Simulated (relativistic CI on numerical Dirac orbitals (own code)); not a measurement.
# Co²⁺ in a cubic cluster: L2,3 absorption with charge transfer

Computed with a charge-transfer multiplet model of a cubic metal-ligand cluster with up to 2 ligand holes, Slater and spin-orbit integrals from Dirac-Coulomb-Breit ions, Slater integrals scaled by 0.8. The ground state mixes d7 with configurations of k ligand holes L, whose averages lie at kΔ + k(k − 1)U_dd/2; a core hole lowers each added d electron by U_cd. 300 K, Lorentzian 0.4 eV and Gaussian 0.3 eV FWHM.

Atomic integrals in eV (Slater integrals scaled, ζ unscaled), ground: F2dd 9.233, F4dd 5.731, zeta_d 0.063; with the core hole: F2dd 9.869, F4dd 6.132, zeta_d 0.084, zeta_core 9.670, F2cd 5.831, G1cd 4.368, G3cd 2.482.

Cluster parameters (eV): Δ = 2.2, U_dd = 6.6, U_cd = 7.6, 10Dq(ligand) = 0.6, V(eg) = 2.9, V(t2g) = -1.36, final-state hopping factor = 1.

```
         Case   n_d    d7   d8L  d9L2     S
10Dq = 0.5 eV  7.55  0.50  0.45  0.05  0.88
10Dq = 0.8 eV  7.59  0.47  0.47  0.06  0.55
10Dq = 1.1 eV  7.58  0.48  0.47  0.06  0.52
10Dq = 1.4 eV  7.57  0.48  0.46  0.05  0.51
10Dq = 2.3 eV  7.53  0.52  0.44  0.05  0.50
```

Weights, n_d and S are thermal averages at 300 K. Photon energies count from the first peak over 30 % of the highest in each spectrum, which can be another peak from case to case. The parameters are a model scan and need not match a compound or its usual spin state. Peaks in eV (height, largest 100):
- 10Dq = 0.5 eV: 0.0 (46), 0.8 (97), 1.6 (100), 3.3 (14), 14.8 (7), 15.8 (33), 16.5 (22), 17.2 (12)
- 10Dq = 0.8 eV: 0.0 (42), 0.9 (100), 1.7 (100), 3.6 (9), 14.9 (19), 15.9 (55)
- 10Dq = 1.1 eV: 0.0 (39), 0.9 (100), 1.7 (93), 3.7 (7), 14.8 (23), 15.9 (59)
- 10Dq = 1.4 eV: 0.0 (37), 1.0 (100), 1.8 (87), 4.0 (6), 14.8 (24), 15.9 (60), 17.2 (8)
- 10Dq = 2.3 eV: 0.0 (36), 1.0 (100), 1.7 (84), 3.3 (7), 14.8 (27), 15.9 (61)

Curve for 10Dq = 0.8 eV (points under 2 left out, the grid thinned):

```json
{"E (eV)": "-1.5", "Intensity": "2.2"}
{"E (eV)": "-1.2", "Intensity": "3.0"}
{"E (eV)": "-0.9", "Intensity": "4.6"}
{"E (eV)": "-0.6", "Intensity": "8.2"}
{"E (eV)": "-0.3", "Intensity": "19.8"}
{"E (eV)": "0.0", "Intensity": "42.1"}
{"E (eV)": "0.4", "Intensity": "33.9"}
{"E (eV)": "0.7", "Intensity": "70.5"}
{"E (eV)": "1.0", "Intensity": "97.2"}
{"E (eV)": "1.3", "Intensity": "61.5"}
{"E (eV)": "1.6", "Intensity": "91.7"}
{"E (eV)": "1.9", "Intensity": "77.5"}
{"E (eV)": "2.2", "Intensity": "34.2"}
{"E (eV)": "2.5", "Intensity": "24.1"}
{"E (eV)": "2.8", "Intensity": "13.1"}
{"E (eV)": "3.1", "Intensity": "8.7"}
{"E (eV)": "3.4", "Intensity": "8.8"}
{"E (eV)": "3.8", "Intensity": "8.1"}
{"E (eV)": "4.1", "Intensity": "6.8"}
{"E (eV)": "4.4", "Intensity": "4.1"}
{"E (eV)": "4.7", "Intensity": "2.5"}
{"E (eV)": "5.0", "Intensity": "2.0"}
{"E (eV)": "5.5", "Intensity": "2.1"}
{"E (eV)": "5.8", "Intensity": "2.3"}
{"E (eV)": "6.1", "Intensity": "2.6"}
{"E (eV)": "6.4", "Intensity": "2.2"}
{"E (eV)": "7.0", "Intensity": "2.2"}
{"E (eV)": "7.3", "Intensity": "2.2"}
{"E (eV)": "9.3", "Intensity": "2.0"}
{"E (eV)": "13.9", "Intensity": "3.0"}
{"E (eV)": "14.2", "Intensity": "6.8"}
{"E (eV)": "14.5", "Intensity": "11.3"}
{"E (eV)": "14.8", "Intensity": "18.5"}
{"E (eV)": "15.1", "Intensity": "13.9"}
{"E (eV)": "15.4", "Intensity": "15.0"}
{"E (eV)": "15.7", "Intensity": "40.3"}
{"E (eV)": "16.0", "Intensity": "51.7"}
{"E (eV)": "16.3", "Intensity": "27.9"}
{"E (eV)": "16.6", "Intensity": "15.7"}
{"E (eV)": "17.0", "Intensity": "11.9"}
{"E (eV)": "17.3", "Intensity": "6.8"}
{"E (eV)": "17.6", "Intensity": "5.8"}
{"E (eV)": "17.9", "Intensity": "4.2"}
{"E (eV)": "18.2", "Intensity": "3.5"}
{"E (eV)": "18.5", "Intensity": "2.2"}
```

For the case 10Dq = 1.4 eV, Δ = 2.2 eV is smaller than U_dd = 6.6 eV, the charge-transfer side of the Zaanen-Sawatzky-Allen scheme. With the core hole the configuration with one ligand hole lies at Δ + U_dd − U_cd = 1.2 eV above the one without, against Δ in the ground state. The added d electron screens the hole, so the order of the configurations is kept and charge-transfer satellites are weaker than in photoemission.
